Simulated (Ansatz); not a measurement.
# Molecular dynamics of C$_{3}$H$_{8}$Si$_{2}$

The input (input.yaml):

```yaml
crystal:
  periodic: [false, false, false]
  atoms:
    - { symbol: C, position_ang: [-2.094881, 1.594437, 0.041449] }
    - { symbol: C, position_ang: [-1.082054, 0.971033, -0.238569] }
    - { symbol: C, position_ang: [0.118184, 0.202928, -0.518732] }
    - { symbol: Si, position_ang: [1.474042, 0.611073, 0.771167] }
    - { symbol: Si, position_ang: [-0.285105, -1.670055, -0.530818] }
    - { symbol: H, position_ang: [-2.981267, 2.154734, 0.272932] }
    - { symbol: H, position_ang: [0.528332, 0.456381, -1.517009] }
    - { symbol: H, position_ang: [1.778304, 2.078215, 0.753533] }
    - { symbol: H, position_ang: [2.724456, -0.154613, 0.445125] }
    - { symbol: H, position_ang: [0.999331, 0.219956, 2.136617] }
    - { symbol: H, position_ang: [-0.765246, -2.090197, 0.824058] }
    - { symbol: H, position_ang: [-1.347143, -1.963036, -1.546399] }
    - { symbol: H, position_ang: [0.953348, -2.445556, -0.878454] }
magnetization:
  spin_polarized: true
basis:
  gaussian: { orbitals: "6-31G*" }
hamiltonian:
  xc: pbe
md:
  timestep: 0.5
  n_steps: 150
  ensemble: nve_milne
  temperature: 500.0
  initial_velocities: maxwell_boltzmann
  seed: 968032
  masses: [{ species: H, mass: 2.014 }]
```

Launched with:

```bash
$ ansatz run input.yaml --threads 2 --pin off --max-ram 3072MiB --backend cpu --events-out ev --progress --plain --runs-dir out
```

It starts from a relaxed structure.

Output, in part (one step line in 2, the closing report, with atoms numbered from 0):

```
md step     0: t =     0.00 fs  T =   500.0 K  F+E_penalty+E_count = -18980.47651307 eV  E_kin = 0.710930 eV  conserved = -18979.76558307 eV  (29 SCF iters)
md step     2: t =     1.00 fs  T =   476.0 K  F+E_penalty+E_count = -18980.44237887 eV  E_kin = 0.676799 eV  conserved = -18979.76558001 eV  (33 SCF iters)
md step     4: t =     2.00 fs  T =   413.3 K  F+E_penalty+E_count = -18980.35326730 eV  E_kin = 0.587682 eV  conserved = -18979.76558542 eV  (35 SCF iters)
md step     6: t =     3.00 fs  T =   336.3 K  F+E_penalty+E_count = -18980.24384346 eV  E_kin = 0.478242 eV  conserved = -18979.76560113 eV  (35 SCF iters)
md step     8: t =     4.00 fs  T =   274.0 K  F+E_penalty+E_count = -18980.15516299 eV  E_kin = 0.389573 eV  conserved = -18979.76558950 eV  (34 SCF iters)
md step    10: t =     5.00 fs  T =   247.1 K  F+E_penalty+E_count = -18980.11695541 eV  E_kin = 0.351361 eV  conserved = -18979.76559482 eV  (27 SCF iters)
md step    12: t =     6.00 fs  T =   258.9 K  F+E_penalty+E_count = -18980.13366137 eV  E_kin = 0.368074 eV  conserved = -18979.76558695 eV  (35 SCF iters)
md step    14: t =     7.00 fs  T =   293.3 K  F+E_penalty+E_count = -18980.18266491 eV  E_kin = 0.417068 eV  conserved = -18979.76559676 eV  (34 SCF iters)
md step    16: t =     8.00 fs  T =   324.2 K  F+E_penalty+E_count = -18980.22656456 eV  E_kin = 0.460971 eV  conserved = -18979.76559370 eV  (35 SCF iters)
md step    18: t =     9.00 fs  T =   328.4 K  F+E_penalty+E_count = -18980.23258007 eV  E_kin = 0.467006 eV  conserved = -18979.76557399 eV  (34 SCF iters)
md step    20: t =    10.00 fs  T =   298.1 K  F+E_penalty+E_count = -18980.18948663 eV  E_kin = 0.423888 eV  conserved = -18979.76559875 eV  (34 SCF iters)
md step    22: t =    11.00 fs  T =   244.7 K  F+E_penalty+E_count = -18980.11353068 eV  E_kin = 0.347934 eV  conserved = -18979.76559666 eV  (36 SCF iters)
md step    24: t =    12.00 fs  T =   190.9 K  F+E_penalty+E_count = -18980.03701585 eV  E_kin = 0.271430 eV  conserved = -18979.76558617 eV  (26 SCF iters)
md step    26: t =    13.00 fs  T =   154.1 K  F+E_penalty+E_count = -18979.98470081 eV  E_kin = 0.219105 eV  conserved = -18979.76559589 eV  (29 SCF iters)
md step    28: t =    14.00 fs  T =   136.4 K  F+E_penalty+E_count = -18979.95950417 eV  E_kin = 0.193916 eV  conserved = -18979.76558769 eV  (29 SCF iters)
md step    30: t =    15.00 fs  T =   130.3 K  F+E_penalty+E_count = -18979.95080702 eV  E_kin = 0.185217 eV  conserved = -18979.76559029 eV  (35 SCF iters)
md step    32: t =    16.00 fs  T =   130.2 K  F+E_penalty+E_count = -18979.95077251 eV  E_kin = 0.185190 eV  conserved = -18979.76558267 eV  (36 SCF iters)
md step    34: t =    17.00 fs  T =   136.9 K  F+E_penalty+E_count = -18979.96020594 eV  E_kin = 0.194624 eV  conserved = -18979.76558202 eV  (35 SCF iters)
md step    36: t =    18.00 fs  T =   153.5 K  F+E_penalty+E_count = -18979.98378831 eV  E_kin = 0.218192 eV  conserved = -18979.76559603 eV  (36 SCF iters)
md step    38: t =    19.00 fs  T =   181.3 K  F+E_penalty+E_count = -18980.02337014 eV  E_kin = 0.257789 eV  conserved = -18979.76558117 eV  (28 SCF iters)
md step    40: t =    20.00 fs  T =   217.0 K  F+E_penalty+E_count = -18980.07415259 eV  E_kin = 0.308569 eV  conserved = -18979.76558386 eV  (28 SCF iters)
md step    42: t =    21.00 fs  T =   252.3 K  F+E_penalty+E_count = -18980.12431452 eV  E_kin = 0.358720 eV  conserved = -18979.76559486 eV  (35 SCF iters)
md step    44: t =    22.00 fs  T =   276.0 K  F+E_penalty+E_count = -18980.15799843 eV  E_kin = 0.392415 eV  conserved = -18979.76558382 eV  (35 SCF iters)
md step    46: t =    23.00 fs  T =   278.5 K  F+E_penalty+E_count = -18980.16159475 eV  E_kin = 0.396006 eV  conserved = -18979.76558877 eV  (35 SCF iters)
md step    48: t =    24.00 fs  T =   257.5 K  F+E_penalty+E_count = -18980.13174546 eV  E_kin = 0.366155 eV  conserved = -18979.76559000 eV  (35 SCF iters)
md step    50: t =    25.00 fs  T =   222.1 K  F+E_penalty+E_count = -18980.08132338 eV  E_kin = 0.315730 eV  conserved = -18979.76559346 eV  (35 SCF iters)
md step    52: t =    26.00 fs  T =   191.8 K  F+E_penalty+E_count = -18980.03832822 eV  E_kin = 0.272729 eV  conserved = -18979.76559956 eV  (36 SCF iters)
md step    54: t =    27.00 fs  T =   188.6 K  F+E_penalty+E_count = -18980.03374759 eV  E_kin = 0.268156 eV  conserved = -18979.76559209 eV  (28 SCF iters)
md step    56: t =    28.00 fs  T =   221.9 K  F+E_penalty+E_count = -18980.08106247 eV  E_kin = 0.315462 eV  conserved = -18979.76560089 eV  (29 SCF iters)
md step    58: t =    29.00 fs  T =   279.3 K  F+E_penalty+E_count = -18980.16274469 eV  E_kin = 0.397149 eV  conserved = -18979.76559588 eV  (35 SCF iters)
md step    60: t =    30.00 fs  T =   333.8 K  F+E_penalty+E_count = -18980.24013479 eV  E_kin = 0.474553 eV  conserved = -18979.76558222 eV  (34 SCF iters)
md step    62: t =    31.00 fs  T =   361.1 K  F+E_penalty+E_count = -18980.27908856 eV  E_kin = 0.513498 eV  conserved = -18979.76559011 eV  (35 SCF iters)
md step    64: t =    32.00 fs  T =   352.9 K  F+E_penalty+E_count = -18980.26737476 eV  E_kin = 0.501788 eV  conserved = -18979.76558721 eV  (34 SCF iters)
md step    66: t =    33.00 fs  T =   315.8 K  F+E_penalty+E_count = -18980.21463012 eV  E_kin = 0.449047 eV  conserved = -18979.76558263 eV  (34 SCF iters)
md step    68: t =    34.00 fs  T =   265.7 K  F+E_penalty+E_count = -18980.14332186 eV  E_kin = 0.377733 eV  conserved = -18979.76558842 eV  (34 SCF iters)
md step    70: t =    35.00 fs  T =   220.7 K  F+E_penalty+E_count = -18980.07944372 eV  E_kin = 0.313857 eV  conserved = -18979.76558640 eV  (34 SCF iters)
md step    72: t =    36.00 fs  T =   196.5 K  F+E_penalty+E_count = -18980.04504320 eV  E_kin = 0.279459 eV  conserved = -18979.76558467 eV  (33 SCF iters)
md step    74: t =    37.00 fs  T =   201.4 K  F+E_penalty+E_count = -18980.05199423 eV  E_kin = 0.286407 eV  conserved = -18979.76558678 eV  (33 SCF iters)
md step    76: t =    38.00 fs  T =   233.6 K  F+E_penalty+E_count = -18980.09766708 eV  E_kin = 0.332080 eV  conserved = -18979.76558660 eV  (31 SCF iters)
md step    78: t =    39.00 fs  T =   280.8 K  F+E_penalty+E_count = -18980.16480394 eV  E_kin = 0.399216 eV  conserved = -18979.76558813 eV  (33 SCF iters)
md step    80: t =    40.00 fs  T =   325.1 K  F+E_penalty+E_count = -18980.22777034 eV  E_kin = 0.462184 eV  conserved = -18979.76558585 eV  (33 SCF iters)
md step    82: t =    41.00 fs  T =   350.9 K  F+E_penalty+E_count = -18980.26452940 eV  E_kin = 0.498942 eV  conserved = -18979.76558789 eV  (34 SCF iters)
md step    84: t =    42.00 fs  T =   353.3 K  F+E_penalty+E_count = -18980.26798947 eV  E_kin = 0.502390 eV  conserved = -18979.76559913 eV  (34 SCF iters)
md step    86: t =    43.00 fs  T =   338.2 K  F+E_penalty+E_count = -18980.24649665 eV  E_kin = 0.480906 eV  conserved = -18979.76559072 eV  (33 SCF iters)
md step    88: t =    44.00 fs  T =   313.9 K  F+E_penalty+E_count = -18980.21184021 eV  E_kin = 0.446251 eV  conserved = -18979.76558878 eV  (34 SCF iters)
md step    90: t =    45.00 fs  T =   284.5 K  F+E_penalty+E_count = -18980.17005619 eV  E_kin = 0.404452 eV  conserved = -18979.76560432 eV  (34 SCF iters)
md step    92: t =    46.00 fs  T =   253.9 K  F+E_penalty+E_count = -18980.12659107 eV  E_kin = 0.361002 eV  conserved = -18979.76558927 eV  (34 SCF iters)
md step    94: t =    47.00 fs  T =   230.6 K  F+E_penalty+E_count = -18980.09345196 eV  E_kin = 0.327865 eV  conserved = -18979.76558686 eV  (34 SCF iters)
md step    96: t =    48.00 fs  T =   223.7 K  F+E_penalty+E_count = -18980.08369207 eV  E_kin = 0.318094 eV  conserved = -18979.76559856 eV  (35 SCF iters)
md step    98: t =    49.00 fs  T =   235.1 K  F+E_penalty+E_count = -18980.09993118 eV  E_kin = 0.334339 eV  conserved = -18979.76559186 eV  (35 SCF iters)
md step   100: t =    50.00 fs  T =   257.2 K  F+E_penalty+E_count = -18980.13130938 eV  E_kin = 0.365721 eV  conserved = -18979.76558880 eV  (35 SCF iters)
md step   102: t =    51.00 fs  T =   278.0 K  F+E_penalty+E_count = -18980.16090998 eV  E_kin = 0.395327 eV  conserved = -18979.76558305 eV  (33 SCF iters)
md step   104: t =    52.00 fs  T =   288.0 K  F+E_penalty+E_count = -18980.17503832 eV  E_kin = 0.409448 eV  conserved = -18979.76559031 eV  (34 SCF iters)
md step   106: t =    53.00 fs  T =   282.4 K  F+E_penalty+E_count = -18980.16707071 eV  E_kin = 0.401478 eV  conserved = -18979.76559268 eV  (34 SCF iters)
md step   108: t =    54.00 fs  T =   260.3 K  F+E_penalty+E_count = -18980.13571320 eV  E_kin = 0.370136 eV  conserved = -18979.76557698 eV  (34 SCF iters)
md step   110: t =    55.00 fs  T =   222.9 K  F+E_penalty+E_count = -18980.08255023 eV  E_kin = 0.316960 eV  conserved = -18979.76559045 eV  (33 SCF iters)
md step   112: t =    56.00 fs  T =   174.4 K  F+E_penalty+E_count = -18980.01357820 eV  E_kin = 0.247984 eV  conserved = -18979.76559438 eV  (34 SCF iters)
md step   114: t =    57.00 fs  T =   125.4 K  F+E_penalty+E_count = -18979.94386842 eV  E_kin = 0.178286 eV  conserved = -18979.76558223 eV  (32 SCF iters)
md step   116: t =    58.00 fs  T =    92.5 K  F+E_penalty+E_count = -18979.89714127 eV  E_kin = 0.131549 eV  conserved = -18979.76559251 eV  (29 SCF iters)
md step   118: t =    59.00 fs  T =    89.8 K  F+E_penalty+E_count = -18979.89321935 eV  E_kin = 0.127627 eV  conserved = -18979.76559205 eV  (28 SCF iters)
md step   120: t =    60.00 fs  T =   117.0 K  F+E_penalty+E_count = -18979.93201431 eV  E_kin = 0.166420 eV  conserved = -18979.76559410 eV  (28 SCF iters)
md step   122: t =    61.00 fs  T =   159.5 K  F+E_penalty+E_count = -18979.99240651 eV  E_kin = 0.226820 eV  conserved = -18979.76558618 eV  (35 SCF iters)
md step   124: t =    62.00 fs  T =   198.1 K  F+E_penalty+E_count = -18980.04731473 eV  E_kin = 0.281736 eV  conserved = -18979.76557896 eV  (34 SCF iters)
md step   126: t =    63.00 fs  T =   219.6 K  F+E_penalty+E_count = -18980.07787430 eV  E_kin = 0.312275 eV  conserved = -18979.76559881 eV  (34 SCF iters)
md step   128: t =    64.00 fs  T =   219.2 K  F+E_penalty+E_count = -18980.07725691 eV  E_kin = 0.311673 eV  conserved = -18979.76558384 eV  (35 SCF iters)
md step   130: t =    65.00 fs  T =   199.5 K  F+E_penalty+E_count = -18980.04922914 eV  E_kin = 0.283649 eV  conserved = -18979.76557980 eV  (35 SCF iters)
md step   132: t =    66.00 fs  T =   169.9 K  F+E_penalty+E_count = -18980.00716459 eV  E_kin = 0.241566 eV  conserved = -18979.76559902 eV  (34 SCF iters)
md step   134: t =    67.00 fs  T =   145.4 K  F+E_penalty+E_count = -18979.97226875 eV  E_kin = 0.206680 eV  conserved = -18979.76558848 eV  (32 SCF iters)
md step   136: t =    68.00 fs  T =   141.5 K  F+E_penalty+E_count = -18979.96679919 eV  E_kin = 0.201206 eV  conserved = -18979.76559309 eV  (34 SCF iters)
md step   138: t =    69.00 fs  T =   166.7 K  F+E_penalty+E_count = -18980.00260426 eV  E_kin = 0.237013 eV  conserved = -18979.76559116 eV  (34 SCF iters)
md step   140: t =    70.00 fs  T =   216.0 K  F+E_penalty+E_count = -18980.07275840 eV  E_kin = 0.307165 eV  conserved = -18979.76559295 eV  (34 SCF iters)
md step   142: t =    71.00 fs  T =   273.6 K  F+E_penalty+E_count = -18980.15459208 eV  E_kin = 0.388991 eV  conserved = -18979.76560114 eV  (33 SCF iters)
md step   144: t =    72.00 fs  T =   322.1 K  F+E_penalty+E_count = -18980.22359502 eV  E_kin = 0.458017 eV  conserved = -18979.76557768 eV  (33 SCF iters)
md step   146: t =    73.00 fs  T =   353.0 K  F+E_penalty+E_count = -18980.26744407 eV  E_kin = 0.501849 eV  conserved = -18979.76559477 eV  (33 SCF iters)
md step   148: t =    74.00 fs  T =   367.0 K  F+E_penalty+E_count = -18980.28741457 eV  E_kin = 0.521811 eV  conserved = -18979.76560328 eV  (35 SCF iters)
md step   150: t =    75.00 fs  T =   366.9 K  F+E_penalty+E_count = -18980.28719998 eV  E_kin = 0.521621 eV  conserved = -18979.76557922 eV  (31 SCF iters)
Total energy: -18980.28724091 eV, -697.5126908026 hartree
Atom 0 at    -1.948991     1.645800     0.105808 Å, force     0.076765     0.058946     0.141908 eV/Å
Atom 1 at    -1.030484     0.900007    -0.210802 Å, force    -0.473981     0.590986     0.120877 eV/Å
Atom 2 at     0.142139     0.104208    -0.487988 Å, force    -0.829691    -0.540664     1.257705 eV/Å
Atom 3 at     1.410211     0.726496     0.776486 Å, force     0.481115    -0.379076     0.402421 eV/Å
Atom 4 at    -0.315408    -1.758744    -0.589473 Å, force    -0.262239    -0.135029     1.055424 eV/Å
Atom 5 at    -2.644240     2.382115     0.482384 Å, force    -0.003294    -0.259776    -0.189870 eV/Å
Atom 6 at     0.534197     0.336532    -1.444526 Å, force     0.648148     0.381325    -1.612515 eV/Å
Atom 7 at     1.655487     2.202036     0.614773 Å, force    -0.153081    -0.114913     0.019469 eV/Å
Atom 8 at     2.716814     0.021680     0.524562 Å, force     0.033325     0.027912     0.040597 eV/Å
Atom 9 at     0.969573     0.388115     2.183582 Å, force     0.016005     0.156453    -0.255398 eV/Å
Atom 10 at    -0.965905    -2.300027     0.726339 Å, force     0.472786     0.414827    -0.805637 eV/Å
Atom 11 at    -1.308172    -1.909577    -1.689149 Å, force    -0.075273    -0.060943    -0.136907 eV/Å
Atom 12 at     0.924587    -2.531788    -0.896570 Å, force     0.069413    -0.140047    -0.038073 eV/Å
Dipole moment:     0.063532     0.036257    -0.081632 e Å
```

All steps were run. The conserved energy stayed within 0.0047 meV per atom of its start (net change 0.00031 meV per atom), so the integration is sound. Over the second half the temperature averaged 0.48 of the 500 K drawn at the start: a run that starts near a minimum puts about half its kinetic energy into the potential. A run of 0.075 ps of so small a system gives no equilibrium averages.

The same pairs are bonded in the first frame and the last. Pairs count as bonded within 1.25 times the sum of covalent radii (0.12 Å more for H–H).

Last frame:

```xyz
13
Properties=species:S:1:pos:R:3
C -1.949 1.646 0.106
C -1.030 0.900 -0.211
C 0.142 0.104 -0.488
Si 1.410 0.727 0.776
Si -0.315 -1.759 -0.590
H -2.644 2.382 0.482
H 0.534 0.337 -1.444
H 1.655 2.202 0.615
H 2.717 0.022 0.525
H 0.970 0.388 2.184
H -0.966 -2.300 0.726
H -1.308 -1.910 -1.689
H 0.925 -2.532 -0.897
```

The run took 16 min on 2 threads of Arm Neoverse N1, on a shared host, peak memory 0.19 GiB.
